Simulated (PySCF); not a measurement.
How methods differ on the ionisation energy of Ba⁵²⁺

Ba⁵²⁺ [He] 2s2 → Ba⁵³⁺ [He] 2s1 [2s1/2^1, M_J = 1/2], as a difference of total energies. All numbers are calculated (PySCF 2.14, the two-component X2C-1e Hamiltonian, in an uncontracted even-tempered set (17 s from 32 bohr⁻², ratio 2.4; 12 p from 42 bohr⁻², ratio 2.4; 5 d from 130 bohr⁻², ratio 2.6; 4 f from 200 bohr⁻², ratio 2.6)). Correlated levels: nothing frozen; the 26 highest virtual spinors dropped. "Screened" scales the spin-orbit matrix elements by Boettger's factors to mimic the two-electron term; Breit and QED terms are absent.

```
                    method  ionisation energy (eV)
          GMP2 (spin-free)                 10392.8
 GHF (screened spin-orbit)                 10387.1
GMP2 (screened spin-orbit)                 10393.5
```

**Question.** How much does correlation contribute at GMP2 (screened spin-orbit)?

**Answer.** 10393.5 − (10387.1) = 6.4 eV, measured against GHF (screened spin-orbit).

For this ion Breit and QED terms and the two-electron picture change, all absent here, outweigh the correlation shift from GHF to GMP2.

For comparison: 10376 ± 4 eV (theoretical estimate listed by NIST; NIST Atomic Spectra Database, ionization energies).
